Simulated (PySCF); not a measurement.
**Distorted geometries of [Lu(N2)]3+**

[Lu(N2)]3+ (singlet). PySCF 2.14.0, RKS r2SCAN, Lu def2-SVP with ECP28, N def2-SVP; non-relativistic Hamiltonian with scalar-relativistic core potentials where named; density fitting; no spin-orbit coupling. Relaxed geometry:

```xyz
3

Lu    0.0000    0.0000   -0.3223
N     0.0000    0.0000    1.9244
N     0.0000    0.0000    3.0396
```

Task: Order these distorted geometries by energy above the relaxed one, lowest first.
A.
```xyz
3

Lu    0.0003   -0.0279   -0.3500
N    -0.0008    0.0022    1.9359
N     0.0005    0.0257    3.0557
```
B.
```xyz
3

Lu    0.0568   -0.2410   -0.3076
N    -0.1691    0.1207    1.8425
N     0.1123    0.1203    3.1067
```
C.
```xyz
3

Lu    0.0355   -0.1460   -0.5912
N    -0.0317    0.0399    2.2070
N    -0.0038    0.1061    3.0258
```

Result: A (0.01 eV), B (1.60 eV), C (13.61 eV).

Task: Which forces (eV/Å) act in the one that lies 13.61 eV up?

Result: 
```
Lu    -0.07    0.09    1.46
N     -4.08  -10.19 -126.78
N      4.15   10.10  125.32
```
Forces carry noise of the integration grid, about 0.01 to 0.03 eV/Å.

No frequency check is given that shows the relaxed geometry to be a minimum.
